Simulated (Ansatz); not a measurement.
Two shapes of singlet Mg₄O₄.

Shape 1:

```xyz
8

Mg   -0.9750   -0.9750   -0.9750
O    -0.9750   -0.9750    0.9750
O    -0.9750    0.9750   -0.9750
Mg   -0.9750    0.9750    0.9750
O     0.9750   -0.9750   -0.9750
Mg    0.9750   -0.9750    0.9750
Mg    0.9750    0.9750   -0.9750
O     0.9750    0.9750    0.9750
```

Shape 2:

```xyz
8

Mg   -0.9807   -0.9527   -0.9187
O    -1.0518   -1.0010    0.9858
O    -1.0572    0.9934   -1.0387
Mg   -0.9181    0.9829    0.9312
O     1.0007   -1.0637   -1.0061
Mg    0.9122   -0.9412    0.9802
Mg    0.9263    0.9569   -0.8923
O     1.0366    1.0452    0.9802
```

Basis set: 6-31G* (spherical functions). Frozen core: 8 orbitals. Charge 0, multiplicity 1.

Computed with Ansatz (development build ahead of 0.2.0); each method stands on the lowest determinant of its kind that the runs found.

Task: Which shape is lower in energy, and by how much in each method?

Result:

```
 method  E(2) − E(1) (eV)
    RHF            -0.398
RHF-MP2            -0.422
```

Shape 2 is lower.
